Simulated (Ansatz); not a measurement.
Process, species as SMILES: [SiH3][PH] (SiH3-PH) → [SiH3][PH-] (an electron is taken up)
B3LYP-D3(BJ)/def2-TZVP geometries, fixed; electronic energies without zero-point terms; positive where energy is released.
Largest species:
```xyz
6

Si    -1.0291     0.0960     0.1960
P      1.1626    -0.1750    -0.2869
H     -1.8251    -0.8330    -0.6382
H     -1.4580     1.4879    -0.0877
H     -1.2885    -0.1975     1.6273
H      1.5394     0.8235     0.6571
```
Charge 0, spin multiplicity 2.

Effect of a fitting basis named in the input at HF/def2-TZVPP with Ansatz (an electronic-structure program), against the last row, where the adiabatic electron affinity is 0.49 eV. Open shells are unrestricted. The default fits or decomposes integrals by the program's own choice; accuracy: high also tightens integrals, grids and stops.

```
setting                        largest shift of a total energy (mEh)  shift of the adiabatic electron affinity (eV)
-----------------------------  -------------------------------------  ---------------------------------------------
fitting: def2-SV(P)-JKFIT                                      0.020                                          0.000
fitting: def2-universal-JKFIT                                  0.020                                          0.000
fitting: cc-pVTZ-JKFIT                                         0.122                                          0.000
fitting: cc-pVQZ-JKFIT                                         0.099                                          0.000
fitting: cc-pV5Z-JKFIT                                         0.075                                          0.000
accuracy: high                                                -0.008                                          0.000
accuracy: medium (default)                                     0.000                                          0.000
```

Within 0.002 eV in the adiabatic electron affinity: fitting: def2-SV(P)-JKFIT; fitting: def2-universal-JKFIT; fitting: cc-pVTZ-JKFIT; fitting: cc-pVQZ-JKFIT; fitting: cc-pV5Z-JKFIT; accuracy: high. The largest shift is 0.122 mEh in a total energy and 0.000 eV in the difference.
